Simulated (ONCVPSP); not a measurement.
**u(r) = r·R(r): atom against pseudo-atom (silicon)**

Columns: radius, all-electron u(r) and pseudo u(r) of the 2p shell (level -105.08 eV) of silicon in the configuration [He] 2s2 2p6 3s2 3p1; PBE, scalar-relativistic, ONCV scheme, ONCVPSP 4.0.1.

```tsv
r (bohr)	all-electron	pseudo
0.047	0.1404	0.0462
0.095	0.4160	0.1801
0.142	0.6925	0.3773
0.190	0.9297	0.6176
0.237	1.1036	0.8593
0.285	1.2221	1.0823
0.332	1.2868	1.2539
0.380	1.3105	1.3684
0.427	1.3012	1.4172
0.475	1.2671	1.4083
0.522	1.2168	1.3545
0.570	1.1538	1.2689
0.617	1.0852	1.1695
0.665	1.0114	1.0647
0.712	0.9381	0.9669
0.760	0.8640	0.8762
0.807	0.7936	0.7971
0.855	0.7246	0.7250
0.902	0.6608	0.6607
0.950	0.5996	0.5995
0.997	0.5438	0.5437
1.045	0.4910	0.4909
1.092	0.4434	0.4434
1.140	0.3989	0.3988
1.187	0.3590	0.3590
1.235	0.3220	0.3219
```

Problem. How many radial nodes do the two functions have?

Solution. The all-electron 2p function has n − l − 1 = 0; the pseudo-wave has 0.

Problem. At about which radius was the pseudo-wave matched?

Solution. 0.90 bohr, where the columns begin to agree (steps of 0.05 bohr).

Problem. Where does each function peak?

Solution. Outermost all-electron maximum near 0.38 bohr, pseudo maximum near 0.43 bohr (to the table’s step).

Problem. Is the pseudo-wave norm-conserving?

Solution. Yes: the ONCV scheme keeps the norm inside the radius equal to the all-electron one, which fixes the energy derivative of the logarithmic derivative at the level.
